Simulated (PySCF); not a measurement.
**Magnetisability: `C(C(=C)C)(C)=C=O`, C$_{6}$H$_{8}$O**

Geometry (Å), atoms numbered from 1 in this order:
```xyz
15

C    -0.5034   -1.6592    0.2099
C    -0.5667   -0.3560   -0.0509
C    -1.8520    0.3149   -0.4416
C     0.6055    0.5167    0.0239
C     1.9583   -0.0375    0.4110
C     0.5163    1.7904   -0.2395
O     0.4653    2.9323   -0.4698
H    -1.3822   -2.2767    0.1474
H     0.4069   -2.1565    0.4905
H    -2.1042    1.0992    0.2715
H    -1.7567    0.7772   -1.4237
H    -2.6672   -0.4028   -0.4723
H     2.7072    0.7506    0.4175
H     2.2622   -0.8041   -0.3002
H     1.9065   -0.4804    1.4044
```

The calculation used GIAO HF/pcSseg-0 magnetisability, rotational g tensor and spin-rotation constants, non-relativistic, gas phase (PySCF 2.14.0). Geometry: GFN2-xTB.

(1) How diamagnetic is it, and how anisotropic?

(2) Split it along the inertial axes a, b, c into diamagnetic and paramagnetic parts about the centre of mass, with the quadrupole moment.

(3) And the rotational g tensor?

Results:

(1) Isotropic -1146 × 10⁻³⁰ J/T², or -69.0 × 10⁻⁶ cm³/mol; principal values -1230, -1149, -1061 × 10⁻³⁰ J/T², anisotropy 147 × 10⁻³⁰ J/T² (root of half the summed squared differences of the principal values). The susceptibility is in cgs units.

(2) 
```tsv
axis	χ (10⁻⁶ cm³/mol)	diamagnetic (10⁻⁶ cm³/mol)	paramagnetic (10⁻⁶ cm³/mol)	summed x² of all electrons (Å²)	quadrupole Θ (D Å)
a	-63.9	-434.0	370.0	130.7	-6.57
b	-69.1	-608.1	539.0	89.6	+7.51
c	-74.1	-934.6	860.5	12.7	-0.95
```
Anisotropies 2χaa − χbb − χcc = +15.3 and 2χbb − χaa − χcc = -0.2 × 10⁻⁶ cm³/mol. Θ is traceless in Buckingham's convention.

(3) 
```
axis  rotational constant (GHz)        g  nuclear part  electronic part
   a                     3.8009  -0.0216        0.6391          -0.6607
   b                     2.2666  -0.0162        0.5577          -0.5739
   c                     1.4454  -0.0036        0.5807          -0.5843
```
Asymmetric top; isotopes 12C, 1H, 16O; no vibrational averaging.
